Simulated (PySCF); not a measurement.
Gas-phase reaction: GaH + 2 CH3 ⇌ GaH(CH3)2

Computed with PySCF and rigid-rotor harmonic-oscillator thermochemistry at 1 bar. † marks an energy on the PBE0/def2-TZVP geometry and frequencies; other levels use their own. 6-31G* has spherical d functions here. Open shells (unrestricted): CH3 (multiplicity 2); the rest are closed-shell singlets. B3LYP is the form with VWN-RPA correlation. Ga: all electrons, no relativistic terms. Methyl groups turn as free rotors in GaH(CH3)2. GaH, GaH(CH3)2: computed as isolated molecules; such fragments, hydroxides, amides, oligomers or adducts are transient or little studied in the gas. The harmonic model lacks anharmonicity and excited electronic states, which grow with temperature; levels with a mode under 35 cm⁻¹ are left out.

| level | ΔE electronic, kJ | ΔH°(298 K), kJ | ΔS°(298 K), J/K | ΔG°(2500 K), kJ |
|---|---|---|---|---|
| B3LYP/6-31G* | -452 | -426 | -271 | 248 |
| B3LYP/def2-TZVP† | -447 | -423 | -269 | 244 |
| BLYP/def2-TZVP† | -432 | -407 | -269 | 259 |
| HF/6-31G* | -339 | -310 | -278 | 392 |
| M06-2X/def2-TZVP† | -502 | -478 | -269 | 189 |
| PBE/def2-SVP | -502 | -478 | -270 | 188 |
| PBE0/def2-QZVP† | -490 | -465 | -269 | 201 |
| PBE0/def2-SVP† | -501 | -476 | -269 | 190 |
| r2SCAN/def2-TZVP† | -479 | -455 | -269 | 212 |
| ωB97M-V/def2-TZVP† | -499 | -474 | -269 | 193 |
| ωB97X-V/def2-TZVP† | -512 | -488 | -269 | 179 |
ΔH° is lowest at ωB97X-V/def2-TZVP† and highest at HF/6-31G*. No reference value is set beside these.
